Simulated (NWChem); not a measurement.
Species: C2H4NO, doublet; SMILES CC([NH])=O

```xyz
8

C      0.0137     1.3882     0.0124
C      0.0596    -0.1048     0.1287
N     -0.9744    -0.8060    -0.4334
O      1.0177    -0.7251     0.5737
H      0.0692     1.6740    -1.0490
H     -0.9414     1.7727     0.4010
H      0.8531     1.8330     0.5603
H     -1.0668    -1.7080     0.0516
```
Atoms are numbered in this order, from 1.

Results from NWChem. Pople sets run with spherical d functions. Spin-unrestricted. Structure relaxed at the PBE0/def2-SVP, spin-unrestricted level. No stability test was run on the SCF state. Level: M06-2X/6-31G* with SMD (1 M gas to 1 M solution), gas-phase geometry. Reactions with the solvent are ignored.

For solvent methanol:

```yaml
solvation free energy (kcal/mol): -5.3
cavity-dispersion-structure term (kcal/mol): 2.6
dipole in solution (D): 2.38
```

Task: Estimate the same quantities for solvent n-hexane.

Result: 
* **solvation free energy (kcal/mol)**: -2.9
* **cavity-dispersion-structure term (kcal/mol)**: -0.3
* **dipole in solution (D)**: 1.86
